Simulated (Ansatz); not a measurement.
Input file for Ansatz (an electronic-structure program): R-RI-MP2/aug-cc-pVTZ on C2H4N2 (a complex), monomers drawn apart or pushed together. Files ending in .json are basis or fitting sets from the Basis Set Exchange.

Ansatz 0.2 input:
```yaml
crystal:
  periodic: [false, false, false]
  atoms:
    - {symbol: C, position_ang: [-0.14217367, 0.73372972, -0.10529668]}
    - {symbol: C, position_ang: [0.30826340, -0.51102443, -0.14968332]}
    - {symbol: H, position_ang: [0.36212425, 1.54138089, -0.62195466]}
    - {symbol: H, position_ang: [-1.03482625, 0.99602204, 0.44960516]}
    - {symbol: H, position_ang: [-0.19744383, -1.31709268, 0.36769379]}
    - {symbol: H, position_ang: [1.20052187, -0.77484138, -0.70456579]}
    - {symbol: N, position_ang: [-0.09392816, -0.46038007, 6.70229455]}
    - {symbol: N, position_ang: [-0.90561338, -0.88808205, 6.11242744]}
basis:
  gaussian:
    orbitals: aug-cc-pVTZ
    fitting: {mean_field: def2-universal-JKFIT, correlation: aug-cc-pVTZ-RIFIT.json}
magnetization: {spin_polarized: false}
correlation: {method: mp2, electrons: outside_noble_gas}
scf: {lower_state_search: off}
```

The log:

```
WARN ansatz: RAYON_NUM_THREADS=1 ignored (pool sized by the plan → 1); use --threads N
Functional definition: HF
these checks for a lower state are left out or cut short: stability, starts, cluster_reference, orbital_swaps, neighbouring_geometries, increment
integrals: 0.22 GiB planned
376 factors; integrals over basis functions are off by at most 9.2e-1 eV
mean field: 0.42 GiB planned
mean field evaluation 1: about -5087.7201 eV, gradient 2.9e1 eV
mean field evaluation 2: about -5089.6278 eV, gradient 1.0e1 eV
mean field evaluation 4: about -5089.9100 eV, gradient 1.9e-1 eV
mean field evaluation 8: about -5089.9103 eV, gradient 1.9e-6 eV
mean field -5089.91026307 eV, -187.0507521026 hartree, gradient 1.9e-6 eV, S^2 0.000000; 0 other end points of the search recorded, 0 dependent functions left out
4 core orbitals not correlated
608 factors; their error is unknown
reference -5089.91026307 eV, -187.0507521026 hartree; 11, 11 occupied and 261, 261 virtual orbitals, 608 factors
second order -19.51206557 eV of doubles, -0.00000000 eV of singles
Total energy: -5109.42232863 eV, -187.7678072864 hartree
Checks for a lower state left out: stability, starts, cluster_reference, orbital_swaps, neighbouring_geometries, increment
```

The calculation finished and met its thresholds.

Cost: roughly 1.5 core-seconds.
